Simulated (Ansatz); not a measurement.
Cartesian coordinates (Å):
SMILES: C#CC(C)=O
```xyz
9

C      2.2803    -0.1125    -0.0752
C      1.1139    -0.1956     0.2505
C     -0.2858    -0.2949     0.6395
C     -1.2795     0.2573    -0.3535
O     -0.6054    -0.7979     1.7070
H      3.3164    -0.0500    -0.3417
H     -1.1724    -0.2611    -1.3188
H     -2.2974     0.1331     0.0331
H     -1.0702     1.3216    -0.5410
```
Charge 0, spin multiplicity 1.

The numbers are results of frozen-core CCSD(T)/cc-pVTZ // PBE-D3(BJ)/def2-TZVP in Ansatz (an electronic-structure program), not measurements. The restricted HF reference is unstable towards unrestricted orbitals.

* **HF energy**: -228.66825 Ha
* **MP2 correlation energy**: -0.85966 Ha

Estimate the CCSD correlation energy, the (T) correction, the total energy and the T1 diagnostic.


```
Property                         Value
-----------------------  -------------
CCSD correlation energy    -0.87804 Ha
(T) correction             -0.04348 Ha
CCSD(T) total energy     -229.58977 Ha
T1 diagnostic                    0.015
```
